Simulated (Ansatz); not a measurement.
Geometry optimisation, Ansatz, RKS B3LYP/6-31G*.

input.yaml

```yaml
crystal:
  periodic: [false, false, false]
  atoms:
    - { symbol: B, position_ang: [0.045793, 0.576631, -0.466526] }
    - { symbol: O, position_ang: [-0.104608, 0.212032, 2.129528] }
    - { symbol: H, position_ang: [-0.771324, -0.221437, 1.570754] }
    - { symbol: "N", position_ang: [1.254077, -0.019469, -0.883824] }
    - { symbol: H, position_ang: [1.322883, -0.981331, -1.186404] }
    - { symbol: H, position_ang: [2.143776, 0.36181, -0.598955] }
    - { symbol: "N", position_ang: [-1.231959, -0.048643, -0.618189] }
    - { symbol: H, position_ang: [-1.350713, -0.905179, -1.143618] }
    - { symbol: H, position_ang: [-2.078953, 0.500501, -0.588574] }
    - { symbol: H, position_ang: [0.071297, 1.686593, -0.024976] }
    - { symbol: H, position_ang: [-0.088569, 1.119293, 1.746382] }
basis:
  gaussian: { orbitals: "6-31G*" }
hamiltonian:
  xc: b3lyp
relax:
  f_tol: 0.03
  max_steps: 50
output:
  orbitals: {}
```

Run as:

```bash
$ ansatz run input.yaml --threads 1 --pin off --max-ram 2048MiB --backend cpu --events-out ev --progress --plain --runs-dir out
```

Q: Where does it end, and by what steps?

A: The run converged. The force dipped under the threshold on the way, but the program's further checks kept it going. After 35 steps the energy has fallen by 0.258 eV; H10 moved furthest, 1.69 Å.

| step | energy less start (eV) | largest force component (eV/Å) | accepted |
| --- | --- | --- | --- |
| 0 | 0.0000 | 0.745 | yes |
| 2 | -0.1404 | 0.572 | yes |
| 4 | -0.1602 | 0.407 | yes |
| 6 | -0.1868 | 0.154 | yes |
| 8 | -0.1817 | 0.725 | no |
| 10 | -0.1997 | 0.311 | yes |
| 12 | -0.2046 | 0.154 | yes |
| 14 | -0.2071 | 0.056 | yes |
| 16 | -0.2069 | 0.322 | no |
| 18 | -0.2046 | 0.589 | no |
| 20 | -0.2103 | 0.109 | yes |
| 22 | -0.2095 | 0.133 | no |
| 24 | -0.2112 | 0.038 | yes |
| 26 | -0.2126 | 0.195 | yes |
| 28 | -0.2173 | 0.372 | yes |
| 30 | -0.2327 | 0.493 | yes |
| 32 | -0.2084 | 0.761 | no |
| 34 | -0.2576 | 0.046 | yes |
| 35 | -0.2578 | 0.023 | yes |

```xyz
11
Properties=species:S:1:pos:R:3
B 0.024 0.748 -1.028
O -0.257 -0.527 2.064
H -0.735 0.060 1.448
N 1.198 0.095 -0.602
H 1.181 -0.626 0.109
H 2.119 0.431 -0.838
N -1.273 0.289 -0.616
H -1.420 -0.680 -0.358
H -2.098 0.694 -1.034
H 0.100 1.729 -1.712
H 0.372 0.067 2.501
```

Whether the end is a true minimum wasn't checked by a vibrational analysis.

The run took 95 s on 1 thread of Arm Neoverse V2, with other jobs on the host, peak memory 0.14 GiB.
